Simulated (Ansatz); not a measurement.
C₂H₂, triplet, at a GFN2-xTB geometry (a higher spin typed on purpose: for a closed-shell molecule this is an excited state); SVWN5/def2-SVP run with Ansatz (an electronic-structure program).

Here is a job for Ansatz.
Ansatz 0.2 input:
```yaml
crystal:
  periodic: [false, false, false]
  atoms:
    - {symbol: C, position_ang: [-0.59796120, 0.18407525, -0.20686836]}
    - {symbol: C, position_ang: [0.58609806, 0.05773809, 0.29562000]}
    - {symbol: H, position_ang: [-1.12454913, -0.60165515, -0.75859186]}
    - {symbol: H, position_ang: [1.19572795, -0.84922486, 0.22608202]}
basis:
  gaussian:
    orbitals: def2-SVP
hamiltonian:
  xc: {name: SVWN5}
magnetization: {spin_polarized: true, initial_magnetization: 2}
scf: {lower_state_search: off}
```

The log (banner, timings and long lists left out):

```
Functional definition: SVWN5
these checks for a lower state are left out or cut short: stability, starts, cluster_reference, orbital_swaps, neighbouring_geometries, increment
432 factors; their error is unknown
mean field evaluation 1: about -2075.1134 eV, gradient 2.4e1 eV
mean field evaluation 2: about -2074.0873 eV, gradient 2.7e1 eV
mean field evaluation 4: about -2078.4141 eV, gradient 5.0e-1 eV
mean field evaluation 8: about -2078.3929 eV, gradient 1.4e-3 eV
mean field -2078.39293967 eV, -76.3795317476 hartree, gradient 3.1e-6 eV, S^2 2.001287; 0 other end points of the search recorded, 0 dependent functions left out
reference -2078.39295621 eV, -76.3795323554 hartree; 8, 6 occupied and 30, 32 virtual orbitals, 432 factors
Total energy: -2078.39295621 eV, -76.3795323554 hartree
Checks for a lower state left out: stability, starts, cluster_reference, orbital_swaps, neighbouring_geometries, increment
```
